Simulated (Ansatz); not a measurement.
`N[SiH]([SiH3])[InH2]` + `C=C[SiH2]N` → `C=C[SiH2]N[SiH3]` + `N[SiH2][InH2]`  (cleavage of the Si–Si bond)

Program: Ansatz. Geometries: PBE0-D4/def2-TZVP. ΔE: electronic, gas phase. CBS: MP2 limit from def2 TZ/QZ plus the TZ coupled-cluster correction, frozen cores. Functionals use def2-TZVPP. B3LYP here is the variant with VWN-RPA as its local correlation; programs differ in this. def2 core potentials past Kr. For In outer-core shells are correlated without core-valence functions, which leaves a few kJ/mol of doubt a bond. One conformer a species, not always the lowest.

```tsv
level	ΔE (kJ/mol)
B3LYP-D4	-52.4
PBE	-33.1
SCS-MP2/def2-TZVPP	-67.3
SCS-MP2/def2-QZVPP	-67.2
```

Q: What does CCSD(T)/CBS give? (Best estimate.)

A: The calculation gave: -55.9 kJ/mol. The listed levels differ from it by 3.5, 22.8, -11.4, -11.3 kJ/mol.

Largest T1 diagnostic among the species: 0.014.

In def2-TZVPP, CCSD(T) changes the Hartree–Fock value by +20.0 kJ/mol (the triples alone add +3.1 kJ/mol) and MP2 by +13.6 kJ/mol. From PBE to PBE0 (25 % exact exchange), in def2-TZVPP and without D4, ΔE moves by −8.5 kJ/mol. Leaving LDA and LC-ωPBE aside and taking each functional with its dispersion term where it has one, the values, not all of them listed here, spread over 29.4 kJ/mol, from BHLYP-D4 to PBE-D4.

CCSD(T)/CBS has its own doubt, a few kJ/mol and more with outer-core shells, so smaller differences from it don't rank the levels.
